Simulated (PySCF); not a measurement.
A calculated (PBE, PySCF 2.14, x2c-SVPall, the spin-free X2C one-electron Hamiltonian (Gaussian nucleus)) atom or ion has these occupied shells.

| shell | electrons | orbital energy (eV) | rms radius, mean of both spins (bohr) |
| --- | --- | --- | --- |
| 1s α | 1 | -558.14 | 0.231 |
| 1s β | 1 | -556.51 | 0.231 |
| 2s α | 1 | -59.367 | 1.14 |
| 2s β | 1 | -55.039 | 1.14 |
| 2p α | 2 | -45.226 | 1.11 |

Task: Name the element and its charge.

Result: O²⁺ (oxygen, charge +2), in [He] 2s2 2p2, high-spin 3P determinant.
